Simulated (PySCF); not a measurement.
Krypton: a sound run and one with changed settings

Sound run: Kr [Kr], Kr⁺ [Ar] 3d10 4s2 4p5. All numbers are calculated (PySCF 2.14, a scalar-relativistic core potential, in cc-pVTZ-PP with ECP10MDF (5s4p3d1f, 39 functions)). The sound run starts from symmetry-adapted Hartree-Fock orbitals and uses a fine grid where one is needed.

Changed run: radial step 0.8 in ln r (0.13 in the sound run). This setting is unsound on purpose.

```tsv
species	method	sound run (hartree)	changed run (hartree)	converged
Kr	UHF	-462.19804	-462.19804	yes
Kr	B3LYP	-463.64809	-463.39020	yes
Kr	M06-L	-463.59500	-462.56806	yes
Kr⁺	UHF	-461.71667	-461.71667	yes
Kr⁺	B3LYP	-463.12834	-462.87690	yes
Kr⁺	M06-L	-463.08665	-462.07056	no
```

Ionisation energy of Kr:

| method | sound run (eV) | changed run (eV) |
| --- | --- | --- |
| UHF | 13.099 | 13.099 |
| B3LYP | 14.143 | 13.968 |

A coarse radial grid mis-integrates the density and the exchange-correlation energy, with errors of either sign; Hartree-Fock needs no grid.

For comparison, NIST gives 14.000 eV between the lowest levels.
